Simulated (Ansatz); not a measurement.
Reaction (formal exchange of groups at a Ge–C bond): `[AlH2][CH2][GeH3]` + `C=[Se]` → `[GeH3][CH]=[Se]` + `[CH3][AlH2]`

Computed with Ansatz on PBE0-D4/def2-TZVP structures; ΔE is electronic, products minus reactants. CCSD(T)/CBS adds triple-zeta CCSD(T) − MP2 to the extrapolated MP2 energy (def2 sets, frozen cores). This one scheme is used for every species. Functionals use def2-TZVPP. For Ge, Se outer-core shells are correlated without core-valence functions, which leaves a few kJ/mol of doubt a bond. Scalar relativity is left out up to krypton.

```json
{"level": "BHLYP-D4", "ΔE (kJ/mol)": "5.2"}
{"level": "PBE-QIDH", "ΔE (kJ/mol)": "5.9"}
{"level": "BLYP", "ΔE (kJ/mol)": "-0.4"}
{"level": "PBE0", "ΔE (kJ/mol)": "4.5"}
```

(1) What does CCSD(T)/CBS give? (Best estimate.)

Largest T1 diagnostic among the species: 0.015.

## Answers

(1) The calculation gave: +7.2 kJ/mol. The listed levels differ from it by -2.0, -1.3, -7.6, -2.7 kJ/mol.

From PBE to PBE0 (25 % exact exchange), in def2-TZVPP and without D4, ΔE moves by +3.0 kJ/mol. Leaving LDA and LC-ωPBE aside and taking each functional with its dispersion term where it has one, the values, not all of them listed here, spread over 5.6 kJ/mol, from BLYP-D4 to PBE-QIDH.
